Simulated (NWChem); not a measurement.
System: SnI2, singlet; SMILES [I][Sn][I]

The following NWChem deck was run.

```
start job
memory heap 200 mb stack 900 mb global 1100 mb
geometry units angstroms noautoz
  Sn     0.000000     0.000000     1.187394
  I      2.116110     0.000000    -0.561003
  I     -2.116110     0.000000    -0.561003
end
basis spherical
  * library def2-svpd
end
ecp
  Sn library def2-ecp
  I library def2-ecp
end
dft
  xc xpbe96 cpbe96
  iterations 150
end
task dft gradient
```

NWChem printed, in part:

```
             Northwest Computational Chemistry Package (NWChem) 7.3.0
             --------------------------------------------------------

 C2V symmetry detected

                             Geometry "geometry" -> ""
                             -------------------------

 Output coordinates in angstroms (scale by  1.889725989 to convert to a.u.)

  No.       Tag          Charge          X              Y              Z
 ---- ---------------- ---------- -------------- -------------- --------------
    1 Sn                  50.0000     0.00000000     0.00000000     1.18801335
    2 I                   53.0000     2.11611000     0.00000000    -0.56038365
    3 I                   53.0000    -2.11611000     0.00000000    -0.56038365

 Effective nuclear repulsion energy (a.u.)    1372.9652884242

      Symmetry information
      --------------------

 Group name             C2v
 Group number             16
 Group order               4
 No. of unique centers     2

 Summary of "ao basis" -> "ao basis" (spherical)
 ------------------------------------------------------------------------------
       Tag                 Description            Shells   Functions and Types
 ---------------- ------------------------------  ------  ---------------------
 Sn                        def2-svpd                12       32   5s4p3d
 I                         def2-svpd                13       35   5s5p3d

      Symmetry analysis of basis
      --------------------------

        a1         39
        a2         14
        b1         31
        b2         18

            General Information
            -------------------
          SCF calculation type: DFT
          Wavefunction type:  closed shell.
          No. of atoms     :     3
          No. of electrons :    72
           Alpha electrons :    36
            Beta electrons :    36
          Charge           :     0
          Spin multiplicity:     1
          Use of symmetry is: on ; symmetry adaption is: on
          Maximum number of iterations: 150
          AO basis - number of functions:   102
                     number of shells:    38
          Convergence on energy requested:  1.00D-06
          Convergence on density requested:  1.00D-05
          Convergence on gradient requested:  5.00D-04

              XC Information
              --------------
          PerdewBurkeErnzerhof Exchange Functional  1.000
            Perdew 1991 LDA Correlation Functional  1.000 local
           PerdewBurkeErnz. Correlation Functional  1.000 non-local

             Grid Information
             ----------------
          Grid used for XC integration:  medium
          Radial quadrature: Mura-Knowles
          Angular quadrature: Lebedev.
          Tag              B.-S. Rad. Rad. Pts. Rad. Cut. Ang. Pts.
          ---              ---------- --------- --------- ---------
          Sn                  1.45      123          13.0       590
          I                   1.40      123          16.0       590
          Grid pruning is: on
          Number of quadrature shells:   246
          Spatial weights used:  Erf1

      Superposition of Atomic Density Guess
      -------------------------------------

 Sum of atomic energies:        -943.34601558

      Non-variational initial energy
      ------------------------------

 Total energy =    -806.777576
 1-e energy   =   -1990.773819
 2-e energy   =     893.789697
 HOMO         =      -0.265172
 LUMO         =      -0.059473

      Symmetry analysis of molecular orbitals - initial
      -------------------------------------------------

  Numbering of irreducible representations:

     1 a1          2 a2          3 b1          4 b2

  Orbital symmetries:

     1 a1          2 b1          3 a1          4 a1          5 b1
     6 a1          7 b2          8 b1          9 a2         10 b1
    11 a1         12 b2         13 a1         14 b1         15 a1
    16 b2         17 a2         18 b1         19 a1         20 b2
    21 a2         22 b1         23 b1         24 a1         25 a1
    26 a2         27 b2         28 a1         29 b1         30 a1
    31 b1         32 a1         33 b2         34 a2         35 b1
    36 a1         37 b2         38 a1         39 b1         40 a1
    41 b1         42 b2         43 a1         44 b1         45 a1
    46 a2

   convergence    iter        energy       DeltaE   RMS-Dens  Diis-err
 ---------------- ----- ----------------- --------- --------- ---------
 d= 0,ls=0.0,diis     1   -809.7097630274 -1.10D+03  2.69D-02  3.70D-01
 d= 0,ls=0.0,diis     2   -809.1136845475  5.96D-01  1.83D-02  3.01D+00
 d= 0,ls=0.0,diis     3   -809.7901951939 -6.77D-01  2.64D-03  1.71D-02
 d= 0,ls=0.0,diis     4   -809.7921574824 -1.96D-03  1.03D-03  6.82D-03
 d= 0,ls=0.0,diis     5   -809.7933649934 -1.21D-03  1.65D-04  2.54D-04
  Resetting Diis
 d= 0,ls=0.0,diis     6   -809.7934037071 -3.87D-05  4.74D-05  2.13D-05
 d= 0,ls=0.0,diis     7   -809.7934087309 -5.02D-06  2.00D-05  4.02D-07
 d= 0,ls=0.0,diis     8   -809.7934086477  8.32D-08  1.37D-05  8.06D-07
 d= 0,ls=0.0,diis     9   -809.7934088006 -1.53D-07  4.22D-06  1.29D-07

         Total DFT energy =     -809.793408800649
      One electron energy =    -1991.782025295807
           Coulomb energy =      954.266116837497
    Exchange-Corr. energy =      -62.484046293542
 Nuclear repulsion energy =      290.206545951202

 Numeric. integr. density =       72.000000545858

                  Occupations of the irreducible representations
                  ----------------------------------------------

                     irrep           alpha         beta
                     --------     --------     --------
                     a1               14.0         14.0
                     a2                5.0          5.0
                     b1               11.0         11.0
                     b2                6.0          6.0

                       DFT Final Molecular Orbital Analysis
                       ------------------------------------

 Vector   34  Occ=2.000000D+00  E=-2.437462D-01  Symmetry=a2
              MO Center=  1.0D-13,  1.5D-15, -5.1D-01, r^2= 6.5D+00
   Bfn.  Coefficient  Atom+Function         Bfn.  Coefficient  Atom+Function
  ----- ------------  ---------------      ----- ------------  ---------------
    45      0.433882  2 I  py                80     -0.433882  3 I  py
    48      0.376331  2 I  py                83     -0.376331  3 I  py
    42     -0.175601  2 I  py                77      0.175601  3 I  py
    39     -0.142230  2 I  py                74      0.142230  3 I  py
    18     -0.046679  1 Sn d -2              23      0.037875  1 Sn d -2

 Vector   35  Occ=2.000000D+00  E=-2.325381D-01  Symmetry=a1
              MO Center=  1.9D-13, -6.4D-16, -1.1D-01, r^2= 6.7D+00
   Bfn.  Coefficient  Atom+Function         Bfn.  Coefficient  Atom+Function
  ----- ------------  ---------------      ----- ------------  ---------------
    46      0.402866  2 I  pz                81      0.402866  3 I  pz
    49      0.355851  2 I  pz                84      0.355851  3 I  pz
     3     -0.331874  1 Sn s                 14     -0.206674  1 Sn pz
     4     -0.196310  1 Sn s                 43     -0.162249  2 I  pz
    78     -0.162249  3 I  pz                40     -0.131328  2 I  pz

 Vector   36  Occ=2.000000D+00  E=-2.321458D-01  Symmetry=b1
              MO Center= -1.8D-13, -1.3D-15, -5.0D-01, r^2= 6.7D+00
   Bfn.  Coefficient  Atom+Function         Bfn.  Coefficient  Atom+Function
  ----- ------------  ---------------      ----- ------------  ---------------
    44      0.360176  2 I  px                79      0.360176  3 I  px
    47      0.313640  2 I  px                82      0.313640  3 I  px
    46      0.262053  2 I  pz                81     -0.262053  3 I  pz
    49      0.225846  2 I  pz                84     -0.225846  3 I  pz
    41     -0.145022  2 I  px                76     -0.145022  3 I  px

 Vector   37  Occ=0.000000D+00  E=-1.457135D-01  Symmetry=b2
              MO Center= -3.0D-14, -7.5D-17,  8.9D-01, r^2= 4.6D+00
   Bfn.  Coefficient  Atom+Function         Bfn.  Coefficient  Atom+Function
  ----- ------------  ---------------      ----- ------------  ---------------
    13      0.585095  1 Sn py                16      0.490473  1 Sn py
    48     -0.210341  2 I  py                83     -0.210341  3 I  py
    45     -0.208131  2 I  py                80     -0.208131  3 I  py
    10     -0.175425  1 Sn py                 7     -0.162763  1 Sn py
    42      0.082009  2 I  py                77      0.082009  3 I  py

 Vector   38  Occ=0.000000D+00  E=-8.319763D-02  Symmetry=a1
              MO Center= -1.0D-13, -7.7D-16,  7.1D-01, r^2= 7.2D+00
   Bfn.  Coefficient  Atom+Function         Bfn.  Coefficient  Atom+Function
  ----- ------------  ---------------      ----- ------------  ---------------
    14      0.512804  1 Sn pz                17      0.498159  1 Sn pz
     3     -0.373228  1 Sn s                  4     -0.335268  1 Sn s
     5      0.313551  1 Sn s                 47     -0.289351  2 I  px
    82      0.289351  3 I  px                44     -0.234663  2 I  px
    79      0.234663  3 I  px                36      0.167913  2 I  s

[...]

                         DFT ENERGY GRADIENTS

    atom               coordinates                        gradient
                 x          y          z           x          y          z
   1 Sn      0.000000   0.000000   2.245020    0.000000   0.000000  -0.006405
   2 I       3.998868   0.000000  -1.058972   -0.004383   0.000000   0.003203
   3 I      -3.998868   0.000000  -1.058972    0.004383  -0.000000   0.003203
```

Level: PBE/def2-SVPD with def2 effective core potentials on Sn, I. Low-valent species are run as closed-shell singlets; no triplet was tried in these runs. The geometry was optimised at PBE0/def2-SVP. def2 effective core potentials on Sn, I; no spin-orbit coupling.
